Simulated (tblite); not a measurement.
Computed with GFN2-xTB (tblite): harmonic, unscaled wavenumbers at the GFN2-xTB geometry, gas phase. Against measured fundamentals such values can be off by several per cent, at times by over 20. One conformer each. Thermal functions are those of the rigid rotor and harmonic oscillator, without mixing of conformers.

Question: Order these by their ideal-gas entropy at 500 K and 1 bar, highest first (cal/(mol K)).
A. `C=CP(/C=C/C)CCC`
B. `CC(C)C1=CCC=CC1`
C. `C[C@@H]1CP(C2CC2)[C@H]1C`
D. `C1CC(C23CC(C2)C3)C1`
E. `C[C@@H]1CCCP1C1CC1`
F. `C1CC1[C@]12CC[C@H](C1)C2`

Answer: A (142.8), C (129.0), E (127.1), B (123.3), D (113.2), F (111.0).

| SMILES | atoms | mass (u) | symmetry number | modes under 300 cm⁻¹ | ZPE (kcal/mol) | S translation (cal/(mol K)) | S rotation | S vibration | S | Cp |
| --- | --- | --- | --- | --- | --- | --- | --- | --- | --- | --- |
| C=CP(/C=C/C)CCC | 24 | 142.09 | 1 | 12 | 128.2 | 43.4 | 32.0 | 67.5 | 142.8 | 68.9 |
| C[C@@H]1CP(C2CC2)[C@H]1C | 24 | 142.09 | 1 | 9 | 131.1 | 43.4 | 31.1 | 54.6 | 129.0 | 66.8 |
| C[C@@H]1CCCP1C1CC1 | 24 | 142.09 | 1 | 8 | 131.8 | 43.4 | 31.1 | 52.6 | 127.1 | 66.1 |
| CC(C)C1=CCC=CC1 | 23 | 122.11 | 1 | 7 | 127.3 | 42.9 | 30.5 | 49.9 | 123.3 | 62.0 |
| C1CC(C23CC(C2)C3)C1 | 23 | 122.11 | 1 | 4 | 129.7 | 42.9 | 30.2 | 40.1 | 113.2 | 59.8 |
| C1CC1[C@]12CC[C@H](C1)C2 | 23 | 122.11 | 1 | 4 | 129.9 | 42.9 | 30.0 | 38.1 | 111.0 | 60.3 |

Entropies and Cp are for 500 K and 1 bar.
